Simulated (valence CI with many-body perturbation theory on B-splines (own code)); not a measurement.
Values are calculated unless marked as measured or tabulated.
## A CI+MBPT run for Sm57+

Level of theory: relativistic CI+MBPT: three valence electrons over a frozen Dirac-Fock core [He], radial functions for each j: 11 s, 11 p, 10 d, 8 f, 5 g, 2 h, with the one-electron correlation potential Σ1 (screened to all orders), the two-electron term Σ2, the three-electron term Σ3, Breit, model QED; selected single and double excitations, second order for the rest, scaled by the run's own slope (own B-spline code, finite nucleus).

Command, and the settings that its task file holds:

```sh
python run_cv.py task.json out
```

```
atom Sm  Z=62  mass_number=152  rms_radius_fm=5.0819
core [He]
valence 2s2 2p1
avg = 1
basis = M
breit = 1
cap = 32000
capref = 2000
cscale = 1
de = 0.0
dress = 0
eps = 2e-08
extrap = 1
h = 0.27
hh = 1
l2 = 3
lcore = 6
maxit = 60
n2 = 5
natural = 1
nlev = 150
nno = [5, 5, 5, 4, 2, 1]
nroot = 36
nsp = [6, 6, 5, 4, 3, 1]
pt2 = 1
qed = 1
rpa = 1
s1 = 1
s2 = 1
s3 = 1
screen = 1
tol = 2e-05
whole = 1
```

(1) Roughly how long does this run take on one core of Arm Neoverse V1, and how much memory?

Log. The first blocks belong to the next ion, which gives the ionisation energy. Fields: 2J, parity (1 odd), roots, reference size, generating configurations, candidates as configurations/state functions, variational space P, stored matrix elements, Davidson steps; e2 is the range of second-order energies in hartree. The first line gives the box (bohr), its intervals, the orbitals and the steps of their self-consistent field. Window is the range of levels sought, series limit the energy at which the first omitted orbital would enter, core excitation an estimate of the first excitation out of the core, left out the lowest levels not solved, and shifts from estimates the range by which levels moved from their first estimate, all in cm⁻¹.

```
rmax 2.6 intervals 56 orbitals 83 references ['2s2 2p', '2s 2p2', '2p3'] scf 2 t 0.5
2J=0 par=0 roots 2 ref 20 generators 3 cand 396/396 P 374/374 nnz 0 it 0
2J=0 par=0 roots 2 ref 20 generators 3 cand 42/42 P 392/392 nnz 0 it 0
   second order: generators 3 cand 24/24 e2 -0.00000 -0.00000
2J=0 par=1 roots 2 ref 17 generators 3 cand 344/344 P 322/322 nnz 0 it 0
2J=0 par=1 roots 2 ref 17 generators 4 cand 39/39 P 342/342 nnz 0 it 0
   second order: generators 6 cand 19/19 e2 -0.00000 -0.00000
2J=2 par=1 roots 2 ref 40 generators 2 cand 922/922 P 777/777 nnz 0 it 0
2J=2 par=1 roots 2 ref 40 generators 2 cand 185/185 P 876/876 nnz 0 it 0
   second order: generators 2 cand 86/86 e2 -0.00000 -0.00000
reference levels 1013, estimated 767, window 79443847 1/cm; series limit 93662082, core excitation 324889624
2J=1 par=1 roots 22 ref 80 generators 20 cand 8439/12618 P 4936/7168 nnz 4.4e+06 it 5
2J=1 par=1 roots 22 ref 80 generators 24 cand 9667/14682 P 8492/12718 nnz 1.3e+07 it 6
   second order: generators 25 cand 6111/9132 e2 -0.00001 -0.00000
2J=1 par=0 roots 24 ref 82 generators 22 cand 8478/12652 P 4871/7169 nnz 4.5e+06 it 5
2J=1 par=0 roots 24 ref 82 generators 24 cand 8678/12884 P 8695/13188 nnz 1.4e+07 it 6
   second order: generators 27 cand 5904/8626 e2 -0.00001 -0.00000
2J=3 par=1 roots 30 ref 122 generators 25 cand 13599/29053 P 3613/7223 nnz 5.4e+06 it 5
2J=3 par=1 roots 30 ref 122 generators 27 cand 13530/28470 P 9611/20463 nnz 3.4e+07 it 7
   second order: generators 29 cand 8657/17830 e2 -0.00003 -0.00000
2J=3 par=0 roots 29 ref 120 generators 23 cand 13604/29024 P 3569/7221 nnz 5.5e+06 it 4
2J=3 par=0 roots 29 ref 120 generators 24 cand 13541/28449 P 9681/20773 nnz 3.5e+07 it 5
   second order: generators 27 cand 8627/18074 e2 -0.00003 -0.00000
2J=5 par=0 roots 24 ref 121 generators 23 cand 16064/40730 P 3391/7221 nnz 5.6e+06 it 5
2J=5 par=0 roots 24 ref 121 generators 24 cand 16322/41762 P 9704/23357 nnz 4.5e+07 it 7
   second order: generators 25 cand 11021/27314 e2 -0.00003 -0.00000
2J=5 par=1 roots 21 ref 116 generators 18 cand 14777/36488 P 3424/7216 nnz 5.5e+06 it 5
2J=5 par=1 roots 21 ref 116 generators 20 cand 16101/39378 P 9230/21839 nnz 4e+07 it 8
   second order: generators 23 cand 11473/28829 e2 -0.00002 -0.00000
2J=7 par=1 roots 10 ref 92 generators 11 cand 11055/31010 P 3365/7184 nnz 5.3e+06 it 5
...
2J=9 par=0 roots 4 ref 60 generators 5 cand 5788/16555 P 5026/12109 nnz 1.6e+07 it 4
   second order: generators 6 cand 4990/14903 e2 -0.00002 -0.00001
2J=11 par=0 roots 1 ref 26 generators 1 cand 2836/7462 P 1898/4082 nnz 2e+06 it 4
2J=11 par=0 roots 1 ref 26 generators 1 cand 2157/5905 P 2265/5020 nnz 3.4e+06 it 4
   second order: generators 1 cand 1790/4967 e2 -0.00001 -0.00001
2J=11 par=1 roots 1 ref 29 generators 2 cand 4872/13551 P 2102/4673 nnz 3.2e+06 it 4
2J=11 par=1 roots 1 ref 29 generators 3 cand 3997/11407 P 2486/5621 nnz 4.9e+06 it 4
   second order: generators 3 cand 3613/10459 e2 -0.00001 -0.00001
left out: unestimated 94834278, estimated 83983057, shifts from estimates -12 to 55
operators 0.2
```

The Davidson iterations converged.

No measured spectrum was set against this ion. As an estimate, large intervals hold to a few tenths of a per cent, small ones and those within an open d or f shell to about a per cent.

* Valence energy: -1427.64 hartree
* Ionisation energy: 12582 eV (NIST: 12588 ± 6 eV (theoretical))
* Reference configurations for the orbitals: 2s2 2p, 2s 2p2, 2p3
* Radial orbitals: 83
* Box radius: 2.575 bohr
* Largest variational space: 23357
* Lowest levels: (2s^2 2p1/2) J=1/2 0.0, (2s 2p1/2^2) J=1/2 202.4, (2s^2 2p3/2) J=3/2 659.5, (2s 2p1/2 2p3/2) J=3/2 [a] 800.8, (2s 2p1/2 2p3/2) J=5/2 836.8, (2s 2p1/2 2p3/2) J=1/2 894.5, (2s 2p1/2 2p3/2) J=3/2 [b] 895.9, (2p1/2^2 2p3/2) J=3/2 1109.0, (2s 2p3/2^2) J=5/2 1478.3, (2s 2p3/2^2) J=1/2 1565.6, (2s 2p3/2^2) J=3/2 1566.5, (2p1/2 2p3/2^2) J=3/2 1730.0, (2p1/2 2p3/2^2) J=5/2 1751.5, (2p1/2 2p3/2^2) J=1/2 1796.9 eV

Levels are named by their leading jj configuration (3d3/2^4 stands for four electrons in 3d with j = 3/2), which in mixed levels can hold well under half, so a name can repeat and another be missing. Letters in brackets count levels of one name in rising energy.

Results:

(1) 70 s on 1 thread of Arm Neoverse V1 (shared host), peak memory 0.75 GiB.
